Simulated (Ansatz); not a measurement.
Mulliken charges of CH$_{4}$ClFN$_{2}$Si, SMILES `N=C(F)[SiH](N)Cl` from PBE/def2-TZVPP in Ansatz (PBE0-D4/def2-TZVP geometry).

```json
{"atom": "N1", "x (Å)": "1.537", "y (Å)": "-1.057", "z (Å)": "-0.198", "charge (e)": "-0.241"}
{"atom": "C2", "x (Å)": "0.528", "y (Å)": "-0.707", "z (Å)": "-0.842", "charge (e)": "0.106"}
{"atom": "F3", "x (Å)": "0.315", "y (Å)": "-1.091", "z (Å)": "-2.123", "charge (e)": "-0.149"}
{"atom": "Si4", "x (Å)": "-0.793", "y (Å)": "0.440", "z (Å)": "-0.115", "charge (e)": "0.450"}
{"atom": "N5", "x (Å)": "-0.436", "y (Å)": "0.493", "z (Å)": "1.532", "charge (e)": "-0.357"}
{"atom": "Cl6", "x (Å)": "-0.624", "y (Å)": "2.215", "z (Å)": "-1.150", "charge (e)": "-0.226"}
{"atom": "H7", "x (Å)": "2.170", "y (Å)": "-1.648", "z (Å)": "-0.738", "charge (e)": "0.158"}
{"atom": "H8", "x (Å)": "-2.163", "y (Å)": "-0.037", "z (Å)": "-0.385", "charge (e)": "-0.064"}
{"atom": "H9", "x (Å)": "-0.961", "y (Å)": "1.033", "z (Å)": "2.199", "charge (e)": "0.154"}
{"atom": "H10", "x (Å)": "0.512", "y (Å)": "0.309", "z (Å)": "1.823", "charge (e)": "0.169"}
```

Problem. By hand: the dipole of these point charges (1 e Å = 4.8032 D).

Solution. Σ q r = (-0.002, -0.183, 0.491) e Å, of length 0.524 e Å = 2.52 D.

Problem. How does the dipole of the full density compare? (An estimate is asked.)

Solution. Computed: (0.010, -0.089, 0.327) e Å, 1.63 D; the point charges give 1.55 times that, at 6° from its direction.

Point charges leave out the atoms' own dipoles, such as those of lone pairs, and Mulliken's split depends on the basis, so the two needn't agree.
